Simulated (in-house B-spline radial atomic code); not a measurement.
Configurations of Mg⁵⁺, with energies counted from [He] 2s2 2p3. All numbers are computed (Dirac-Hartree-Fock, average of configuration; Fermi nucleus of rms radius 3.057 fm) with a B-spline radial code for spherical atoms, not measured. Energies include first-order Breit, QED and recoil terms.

Occupations are held fixed; configurations that lie above the ionisation limit could autoionise.

| configuration | E - E(ref) (eV) | highest orbital | its <r> (bohr) |
| --- | --- | --- | --- |
| [He] 2s1 2p4 | 34.067 | 2p3/2 | 0.5788 |
| [He] 2s2 2p2 3s1 | 107.27 | 3s1/2 | 1.665 |
| [He] 2s2 2p2 4d1 | 150.19 | 4d5/2 | 3.344 |
| [He] 2s2 2p2 5s1 | 158.56 | 5s1/2 | 5.251 |
| [He] 2s2 2p2 5d1 | 161.75 | 5d5/2 | 5.557 |
| [He] 2s2 2p2 6d1 | 167.98 | 6d5/2 | 8.269 |
| [He] 2s2 2p2 6f1 | 168.3 | 6f7/2 | 7.979 |
| [He] 2s1 2p3 4d1 | 179.76 | 4d5/2 | 3.348 |
| [He] 2s1 2p3 5d1 | 191.3 | 5d5/2 | 5.562 |
| [He] 2s1 2p3 6f1 | 197.85 | 6f7/2 | 7.979 |

**Question.** Order these further configurations by energy, lowest first.
A. [He] 2s1 2p3 3d1
B. [He] 2s1 2p3 6g1
C. [He] 2s2 2p2 3d1
D. [He] 2s1 2p3 5f1
E. [He] 2s2 2p2 4f1

**Answer.** C (125.08 eV), E (151.27 eV), A (154.66 eV), D (191.85 eV), B (197.87 eV).

**Question.** How far above the reference does [He] 2s2 2p2 6s1 lie?

**Answer.** 166.2 eV; its least bound orbital is 6s1/2 with <r> = 7.793 bohr.

**Question.** How far above the reference does [He] 2s1 2p3 4f1 lie?

**Answer.** 180.82 eV; its least bound orbital is 4f7/2 with <r> = 2.989 bohr.

**Question.** How far above the reference does [He] 2s2 2p2 5f1 lie?

**Answer.** 162.3 eV; its least bound orbital is 5f7/2 with <r> = 5.234 bohr.
